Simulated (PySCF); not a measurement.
Which basis set comes closest?

Molecule: SMILES C=CC(=O)N(C)C, C₅H₉NO.

Cartesian coordinates in Å; atom numbers follow the order of the lines, from 1:
```xyz
16

C     2.8616   -0.8281   -0.0749
C     1.5457   -0.7654   -0.2879
C     0.6892    0.0292    0.6463
O     1.1931    0.6954    1.5360
N    -0.6678   -0.0134    0.4525
C    -1.3437   -0.8119   -0.5395
C    -1.5028    0.8448    1.2569
H     3.2892   -0.3077    0.7869
H     3.5256   -1.3810   -0.7433
H     1.1083   -1.2671   -1.1528
H    -1.5057   -0.2683   -1.4887
H    -0.8005   -1.7395   -0.7549
H    -2.3312   -1.1044   -0.1514
H    -2.0820    1.5372    0.6216
H    -2.2140    0.2541    1.8596
H    -0.8563    1.4216    1.9281
```

Geometry PBE0-D3(BJ)/def2-SVP throughout; GIAO in PySCF 2.14, gas phase, one conformer, non-relativistic; equivalent atoms averaged; functional PBE0.

Reference values (measured; solution, not stated per compound (mostly CDCl3 or CCl4); Pretsch, Buehlmann, Badertscher, Structure Determination of Organic Compounds, 4th ed. (2009)): δ(H10) = 6.64 ppm, δ(H9) = 5.55 ppm, δ(H8) = 6.12 ppm. Computed shifts are taken against TMS, calculated as an isolated molecule at each level.

Question: How do the basis sets STO-3G, pcSseg-0, 6-31G, 6-31G*, cc-pVDZ, def2-SVP, pcSseg-1, aug-cc-pVDZ, 6-311+G(2d,p), def2-TZVP perform against the reference? Times are CPU seconds on shared hosts with different chips, so compare them loosely.

Answer: 
```
    basis set  functions   H10    H9    H8  mean abs. error H  core-s
       STO-3G         44  5.94  5.59  6.32               0.31     3.3
     pcSseg-0         81  6.71  6.32  7.32               0.68     6.9
        6-31G         81  6.82  6.12  7.29               0.64     6.5
       6-31G*        116  6.48  5.80  6.77               0.35     9.5
      cc-pVDZ        143  6.54  5.86  6.88               0.39      15
     def2-SVP        143  6.48  5.83  6.90               0.41      14
     pcSseg-1        164  6.61  6.06  7.02               0.48      20
  aug-cc-pVDZ        242  7.02  6.08  7.21               0.67      33
6-311+G(2d,p)        243  6.92  5.98  7.10               0.56      25
    def2-TZVP        271  6.97  5.99  7.08               0.58      38
```

For 1H the closest is STO-3G (0.31 ppm) and the furthest pcSseg-0 (0.68 ppm). Where a smaller basis beats a larger one, errors probably cancel. One molecule is a small sample, and vibrational and solvent effects are absent from the calculation.

A small basis that lands close on one nucleus may do so by chance; judge by the trend and by all nuclei.
